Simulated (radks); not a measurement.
Problem. Calculated with a radial shooting solver on a logarithmic mesh with Libxc functionals: scalar-relativistic Kohn-Sham, LDA (Slater exchange, Perdew-Wang correlation), spin-polarised, spherical densities, finite nucleus; open shells are filled with parallel spins first; Fermi nuclear charge, rms radius of each element as measured or else 0.836 A^(1/3) + 0.57 fm. Each species is in its NIST ground configuration. Rank Co3+, V3+, K3+, Ca3+, Br3+, Mn3+, Ga3+, Se3+, Fe3+, Cr3+, Ti3+, Sc3+, Ge3+, Ni3+, Zn3+, As3+, Cu3+, Kr3+ by Delta-SCF ionisation energy (eV), largest first.

Solution. Sc3+ 73.574, Ca3+ 67.375, Ga3+ 63.921, Zn3+ 61.210, K3+ 61.028, Cu3+ 58.408, Ni3+ 55.497, Fe3+ 55.249, Mn3+ 52.559, Co3+ 52.451, Kr3+ 51.172, As3+ 50.672, Cr3+ 49.766, Br3+ 47.082, Ge3+ 47.036, V3+ 46.852, Ti3+ 43.789, Se3+ 42.849.
